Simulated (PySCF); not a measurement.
C₈H₆.
SMILES: `C#CC=C1C=CC=C1`

Computed with PBE0-D3(BJ)/def2-SVP geometry optimisation, gas phase (PySCF 2.14.0).

Take the most abundant isotopes and a rigid rotor. 

Problem. Give the principal moments of inertia and the rotational constants in GHz.

Solution. Ia = 76.66, Ib = 391.24, Ic = 467.91 u·Å²; 505379 MHz·u·Å²/I gives 6592, 1292 and 1080 MHz, that is A = 6.5923, B = 1.2917, C = 1.0801 GHz.

Problem. What kind of rotor is it?

Solution. A near-prolate asymmetric top; Ray's κ = -0.923.

Problem. Is it planar, by Δ = Ic − Ia − Ib?

Solution. Planar: Δ = Ic − Ia − Ib = 0.00 u·Å². For a rigid frame Δ = −2 Σ m c², so it vanishes when all atoms lie in the ab plane; here none is more than 0.01 Å from it.

Problem. List the rotational levels J(Ka,Kc) to J = 5 (MHz).

Solution. Above 0(0,0):
J = 1: 1(0,1) 2372, 1(1,1) 7672, 1(1,0) 7884
J = 2: 2(0,2) 7109, 2(1,2) 12204, 2(1,1) 12839, 2(2,1) 28741, 2(2,0) 28747
J = 3: 3(0,3) 14200, 3(1,3) 18998, 3(1,2) 20268, 3(2,2) 35856, 3(2,1) 35887, 3(3,1) 62892, 3(3,0) 62892
J = 4: 4(0,4) 23625, 4(1,4) 28050, 4(1,3) 30166, 4(2,3) 45339, 4(2,2) 45432, 4(3,2) 72391, 4(3,1) 72392, 4(4,1) 110225, 4(4,0) 110225
J = 5: 5(0,5) 35362, 5(1,5) 39354, 5(1,4) 42526, 5(2,4) 57184, 5(2,3) 57399, 5(3,3) 84271, 5(3,2) 84274, 5(4,2) 122098, 5(4,1) 122098, 5(5,1) 170742, 5(5,0) 170742
The levels of one J sum to (2J + 1)J(J + 1)(A + B + C)/3.

Problem. Which lines would a microwave search look for?

Solution. The dipole components are |μa| = 0.53 D, |μb| = 0.10 D, |μc| = 0.00 D; the mirror of this Cs structure is the ab plane, so μc vanishes by symmetry and there are no c-type lines. Intensities carry the squares of the components, which stand as 1.00 : 0.04 (a : b). Some lines, for components of 0.1 D or more:

```tsv
type	branch	J(Ka,Kc)	MHz	lower level (cm⁻¹)
a	Q	2(1,1) ← 2(1,2)	635	0.407
a	R	1(0,1) ← 0(0,0)	2372	0.000
a	R	2(1,2) ← 1(1,1)	4532	0.256
a	R	2(0,2) ← 1(0,1)	4737	0.079
a	R	2(1,1) ← 1(1,0)	4955	0.263
```

No PBE0-D3(BJ)/def2-SVP frequencies stand behind this structure, so it isn't proved a minimum. Constants of a rigid frame at the computed geometry: no zero-point averaging, no centrifugal distortion.
